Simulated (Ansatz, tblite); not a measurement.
Removing and adding an electron: Al₉P₉H₂₄, a nanocrystal cut from wurtzite AlP (hydrogen-capped). The state is a singlet with charge 0. Geometry: PBE-D4/def2-SVP. Ansatz, gas phase; energy differences of separate SCF runs; the oxidised species was run as a doublet alone; the reduced species was run as a doublet alone.

Cartesian coordinates in Å:
```
Al -1.475 2.227 4.024
P -2.757 0.161 3.555
P -0.035 2.054 2.086
Al 1.452 0.187 2.208
Al -2.341 -1.247 1.638
P 0.007 -1.709 1.748
P 2.901 0.246 0.308
Al 4.577 -1.500 0.363
Al 0.598 -3.056 -0.143
P 2.983 -3.371 0.075
Al -1.221 2.351 0.033
P -2.421 0.256 -0.226
P 0.353 2.309 -1.765
Al 1.859 0.455 -1.832
Al -1.954 -0.991 -2.218
P 0.376 -1.465 -1.921
Al -0.674 2.751 -3.913
P -2.003 0.663 -3.977
H -0.659 1.931 5.371
H -2.520 3.430 3.854
H -2.735 -0.707 4.692
H -4.161 0.440 3.543
H 0.830 3.196 2.159
H 2.193 0.011 3.611
H -3.299 -2.521 1.547
H 0.144 -2.591 2.870
H 3.631 1.471 0.463
H 5.178 -1.669 1.839
H 5.466 -1.481 -0.971
H -0.224 -4.414 -0.316
H 3.159 -4.339 1.114
H 3.374 -4.192 -1.030
H -2.228 3.590 0.014
H -3.806 0.606 -0.342
H 1.199 3.439 -1.515
H 2.867 0.454 -3.071
H -2.893 -2.253 -2.487
H 0.744 -2.194 -3.099
H -1.742 3.940 -3.803
H 0.398 2.614 -5.097
H -3.385 0.961 -4.197
H -1.755 -0.047 -5.193
```

The xTB rows come from tblite. Single mean-field runs in def2-TZVP are fitted with def2-universal-jkfit. HOMO above LUMO, or a gap near zero within one spin, warns that the state may not be the lowest or that an electron is smeared out.

```csv
level,−HOMO (eV),vertical IE (eV),−LUMO (eV),vertical EA (eV),HOMO–LUMO gap (eV),IE − EA (eV),remarks
GFN1-xTB,10.32,11.83,6.30,4.84,4.03,6.99,–
PBE-D4/def2-TZVP,6.27,–,2.42,1.03,3.85,–,"HOMO above zero (-1 doublet), gap within one spin near zero (-1 doublet)"
```

Estimate the rows for GFN2-xTB, PBE0-D4/def2-TZVP.


```csv
level,−HOMO (eV),vertical IE (eV),−LUMO (eV),vertical EA (eV),HOMO–LUMO gap (eV),IE − EA (eV),remarks
GFN2-xTB,10.41,11.93,7.46,5.92,2.95,6.01,–
PBE0-D4/def2-TZVP,7.30,8.42,1.70,0.82,5.60,7.60,HOMO above zero (-1 doublet)
```

Run but left out: PBE-D4/def2-TZVP (charge +1 doublet: an occupied level 0.04 eV above an empty one).   A HOMO above zero means that the electron is unbound at that level or that self-interaction error raises the level; the energy of removing that electron tells which. Raw xTB energy differences between charge states are shifted by several eV; the methods need an empirical correction for them. Sets without diffuse functions give affinities that are too small.
